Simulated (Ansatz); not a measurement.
```yaml
crystal:
  periodic: [false, false, false]
  atoms:
    - {symbol: C, position_ang: [-1.306823, -0.324676, 1.357981]}
    - {symbol: Si, position_ang: [0.482722, 0.130360, 0.624050]}
    - {symbol: N, position_ang: [1.021458, -1.430508, 0.067872]}
    - {symbol: Si, position_ang: [0.313027, 1.588944, -1.283061]}
    - {symbol: O, position_ang: [0.337104, 0.259254, -2.444054]}
    - {symbol: H, position_ang: [-1.970137, 0.672655, 1.618851]}
    - {symbol: H, position_ang: [-2.243926, -0.846110, 0.318616]}
    - {symbol: H, position_ang: [-1.387702, -0.934359, 2.018688]}
    - {symbol: H, position_ang: [1.017471, 0.848002, 1.837318]}
    - {symbol: H, position_ang: [2.043939, -1.407780, -0.034934]}
    - {symbol: H, position_ang: [0.853042, -2.238975, 0.613387]}
    - {symbol: H, position_ang: [1.454336, 2.169198, -1.460270]}
    - {symbol: H, position_ang: [-0.900295, 2.255624, -1.525657]}
    - {symbol: H, position_ang: [0.563322, -0.747994, -2.435515]}
basis:
  gaussian: {orbitals: cc-pVTZ-DK}
magnetization: {spin_polarized: true, initial_magnetization: 2}
hamiltonian: {xc: {name: wB97X}}
relax: {f_tol: 0.0001, max_steps: 2}
```

```sh
$ ansatz run in.yaml --threads 4 --pin off --events-out ev --progress --plain --max-ram 10444MiB
```

Shortened log:

```
Functional definition: wB97X
1620 factors; their error is unknown
420 factors; integrals over basis functions are off by at most 7.6e-7 eV
mean field evaluation 1: about -20495.2622 eV, gradient 5.2e1 eV
mean field evaluation 2: about -20489.7972 eV, gradient 6.5e1 eV
mean field evaluation 4: about -20505.9350 eV, gradient 3.9e0 eV
mean field evaluation 8: about -20506.0929 eV, gradient 3.7e-1 eV
mean field evaluation 16: about -20506.1130 eV, gradient 1.1e-2 eV
mean field -20506.11305350 eV, -753.5857551733 hartree, gradient 3.8e-5 eV, S^2 2.007242; 2 other end points of the search recorded, 0 dependent functions left out
reference -20506.11301780 eV, -753.5857538616 hartree; 30, 28 occupied and 254, 256 virtual orbitals, 1620 factors
relax step   1: F+E_penalty+E_count = -20506.11305350 eV  Δ(F+E_penalty+E_count) = +0.000e0 eV  max|allowed force component| = 1.192e1 eV/Å  Δτ_max = 0.0000 Å  (84 SCF iters, accepted)
1620 factors; their error is unknown
420 factors; integrals over basis functions are off by at most 6.8e-7 eV
mean field -20509.62119999 eV, -753.7146771791 hartree, gradient 3.3e-5 eV, S^2 2.005627; 0 other end points of the search recorded, 0 dependent functions left out
reference -20509.62116496 eV, -753.7146758919 hartree; 30, 28 occupied and 254, 256 virtual orbitals, 1620 factors
relax step   2: F+E_penalty+E_count = -20509.62119999 eV  Δ(F+E_penalty+E_count) = -3.508e0 eV  max|allowed force component| = 2.715e0 eV/Å  Δτ_max = 0.1948 Å  (56 SCF iters, accepted)
Error: geometry relaxation did not converge after 2 steps: max|allowed force component| = 2.72e0 eV/Å (threshold 1.0e-4). Raise `relax.max_steps` over both its present limit and 2, loosen `relax.f_tol`, or start from a geometry closer to equilibrium. Where this run's directory can be resumed (`checkpoint.write`), a resume goes on for up to `relax.max_steps` more
```

In this input the relaxation is allowed too few steps for its threshold. The calculation stopped without meeting its thresholds.
